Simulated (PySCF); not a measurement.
(BeS)4 cube: computed shieldings and shifts

(BeS)4 cube, Be4S4, point group Td.

Bonds: Be1-S2 2.069 Å, Be1-S4 2.070 Å, Be1-S6 2.070 Å, S2-Be3 2.070 Å, S2-Be7 2.070 Å, Be3-S4 2.070 Å, Be3-S8 2.069 Å, S4-Be5 2.069 Å, Be5-S6 2.070 Å, Be5-S8 2.070 Å, S6-Be7 2.070 Å, Be7-S8 2.069 Å.

GIAO calculations in PySCF on the PBE0-D3(BJ)/def2-SVP structure: isolated species, non-relativistic, equivalent atoms averaged; basis pcSseg-1.

(1) Give the isotropic shieldings (ppm) with KT2, PBE0.

(2) And the chemical shifts, against references computed in the same way?

(3) Which part of the shielding of S2/S4/S6/S8 depends on the functional?

Results:

(1) 
```
             atoms            environment   KT2  PBE0
       S2/S4/S6/S8  sulfur bonded to 3 Be   441   474
   Be1/Be3/Be5/Be7       Be bonded to 3 S    79    82
HOMO–LUMO gap (eV)                      –  3.25  5.11
```

(2) 
```csv
atoms,"nucleus, reference",KT2,PBE0
S2/S4/S6/S8,"³³S, CS2",77,21
```

(3) Diamagnetic: KT2 1059, PBE0 1058 ppm; paramagnetic: KT2 -617, PBE0 -583 ppm. The diamagnetic part, set mainly by inner electrons, hardly moves; the paramagnetic part goes with low-lying magnetically allowed excitations and carries the spread.
